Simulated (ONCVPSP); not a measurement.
Building the ONCV potential for S (Z = 16) (PBE, scalar-relativistic).

```json
{
 "Element": "S",
 "Generator": "ONCVPSP 4.0.1",
 "Type": "optimised norm-conserving Vanderbilt (ONCV)",
 "Functional": "PBE",
 "Relativity": "scalar-relativistic",
 "Frozen core": "[Ne]",
 "Valence charge": "6",
 "Reference configuration": "3s2 3p3.5 (charge +0.5)",
 "Partial waves": "3s: rc 1.15 bohr, ncon 4, nbas 8, qcut 6.5 1/bohr, 2 projectors, debl 3.5 Ha; 3p: rc 1.25 bohr, ncon 3, nbas 7, qcut 5.5 1/bohr, 3 projectors, debl 3.4 Ha; d scattering state at 0.04 Ha: rc 1.15 bohr, ncon 5, nbas 8, qcut 8.3 1/bohr, 1 projector",
 "Local potential": "polynomial inside 0.90 bohr (lpopt 5, dvloc0 3 Ha)",
 "Core correction": "Teter function, fcfact 5, rcfact 1.05"
}
```

All-electron outer shells of the reference configuration (PBE, scalar-relativistic, ld1.x):

| shell | level (eV) | outermost node (bohr) | outermost maximum (bohr) |
| --- | --- | --- | --- |
| 2s | -217.27 | 0.13 | 0.39 |
| 2p | -162.08 | – | 0.33 |
| 3s | -22.24 | 0.60 | 1.40 |
| 3p | -11.70 | 0.58 | 1.57 |

Task: Does the generator finish with these settings?

Result: Yes, a potential is produced and its reference levels are reproduced.

Task: Estimate the cutoffs (Ha) at which the residual kinetic energy of the hardest occupied pseudo-wave falls to 1 and 0.1 mHa per electron.

Result: 24 Ha and 124 Ha.

Task: What does a ghost test show?

Result: Ghosts flagged at negative energy: s at -177.4 eV, p at -586.0 eV; GHOST(+) flags only above 600 eV. A true bound ghost makes a file unfit for plane-wave use.

Task: Which valence shell sets the plane-wave cutoff?

Result: 3s: 24 Ha for 1 mHa per electron, against 6 Ha for 3p.

Task: Tests: 3s2 3p4; 3s2 3p3; 3s2 3p2; 3s2 3p0. Which has the largest error in its energy relative to the reference configuration, and how large is it?

Result: 3s2 3p0, with +107 meV (all-electron minus pseudo) on +110.23 eV.
